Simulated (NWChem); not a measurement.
Species: SiCl₃, doublet; SMILES Cl[Si](Cl)Cl

In the optimisation the excess spin sits in a (C3, its own frame).

Q: Give the equilibrium geometry at PBE0/def2-SVP, spin-unrestricted (NWChem) as a Z-matrix, with the point group.

A: point group C3v; any orientation.
```
Si
Cl 1 2.0599
Cl 1 2.0599 2 109.22
Cl 1 2.0599 2 109.22 3 119.38
```
